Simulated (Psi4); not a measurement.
ScCl3 (SMILES [Cl][Sc]([Cl])[Cl]): the HOMO–LUMO gap, rung by rung

ScCl3: 4 atoms, total charge 0, spin state singlet. SMILES: `[Cl][Sc]([Cl])[Cl]`. Geometry: optimised at PBE0/def2-TZVP.

Quantity: the HOMO–LUMO gap, in eV. The values are calculated.

```
                                 level                    kind  program  value (eV)
   PBE-D4/def2-TZVPP (density fitting)                     GGA     Psi4        3.72
r2SCAN-D4/def2-TZVPP (density fitting)                meta-GGA     Psi4        4.28
 B3LYP-D4/def2-TZVPP (density fitting)           global hybrid     Psi4        5.37
  PBE0-D4/def2-TZVPP (density fitting)           global hybrid     Psi4        6.03
  wB97M-V/def2-TZVPP (density fitting)  range-separated hybrid     Psi4       10.08
```

The values span 3.72 to 10.08 eV. Orbital gaps aren't excitation energies; they tend to grow with the share of exact exchange.
